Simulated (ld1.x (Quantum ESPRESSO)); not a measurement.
# What the settings do to the TM semilocal potential of Xe (Z = 54)

Base potential:

* Element: Xe (Z = 54)
* Generator: ld1.x (Quantum ESPRESSO) 7.5
* Type: norm-conserving Troullier–Martins (semilocal form)
* Functional: PBEsol
* Relativity: scalar-relativistic
* Frozen core: [Kr] 4d10
* Valence charge: 8
* Reference configuration: 5s2 5p6
* Partial waves: 5p (bound): rc 1.75 bohr; 5d channel at 0.35 Ry: rc 1.70 bohr; 5s (bound): rc 1.25 bohr
* Local potential: the s channel
* Core correction: a·sin(br)/r model core inside 1.10 bohr

Cutoffs, loose and tight: the cutoffs (Ry, on a coarse ladder) from which the occupation-weighted sum of valence levels, in a spherical-Bessel basis at the reference potential, stays within 10 and 1 mRy of its value at 400 Ry. They do not see the model core or the augmentation charge, which bear on the density cutoff. Test errors are all-electron minus pseudo excitation energies from the reference, over the configurations 5s2 5p5; 5s2 5p4; 5s2 5p3; 5s1 5p6; 5s2 5p2; 5s2 5p5.5. A dash means not determined; rows that change the core or the reference have their own tests.

A true bound ghost makes a file unfit for plane-wave use even where its test errors are small: the radial tests pick states by their node count and pass the ghost by.

In the semilocal form every listed channel keeps its own potential, so the choice of the local channel does not act on these tests. It acts once the file is put into the separable form.

A semilocal file is local in each channel, so a ghost entry of none says nothing of the separable form that plane-wave codes build from it.

```csv
change,outcome,"cutoff, loose","cutoff, tight",bound ghosts,largest test error (meV)
base,generated,140 Ry,230 Ry,none,-21
"form changed from semilocal to separable (Kleinman–Bylander), still TM",generated,140 Ry,230 Ry,"p, d",-46
wave 5d channel at 0.35 Ry: rc 1.70 bohr becomes 5d channel at 2.67 Ry: rc 1.70 bohr,generated,140 Ry,230 Ry,none,-21
wave 5d channel at 0.35 Ry: rc 1.70 bohr becomes 5d channel at 0.35 Ry: rc 2.58 bohr,generated,140 Ry,230 Ry,none,-21
core correction a·sin(br)/r model core inside 1.22 bohr,generated,140 Ry,230 Ry,none,-20
reference 5s2 5p5,generated,140 Ry,230 Ry,none,-28
wave 5p (bound): rc 1.75 bohr becomes 5p (bound): rc 2.34 bohr,generated,140 Ry,230 Ry,none,-12
wave 5s (bound): rc 1.25 bohr becomes 5s (bound): rc 1.40 bohr,generated,70 Ry,140 Ry,none,-42
```
